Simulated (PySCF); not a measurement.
# Radial density of N⁺ (nitrogen, charge +1)

r2SCAN, [He] 2s2 2p2, high-spin 3P determinant. Computed with PySCF 2.14 in cc-pVDZ (3s2p1d, 14 functions), with no relativity, point nucleus.

```csv
r (bohr),4πr²ρ (e/bohr),4πr²(ρα − ρβ)
0.00476,0.05492,0.0000
0.00801,0.1492,0.0001
0.0135,0.3896,0.0003
0.0227,0.9716,0.0009
0.0381,2.215,0.0024
0.0641,4.380,0.0063
0.108,6.792,0.0206
0.181,7.102,0.0882
0.305,4.098,0.3445
0.513,2.127,0.9424
0.863,3.124,1.5353
1.45,2.180,1.0166
2.44,0.3601,0.1680
4.11,0.01050,0.0073
```
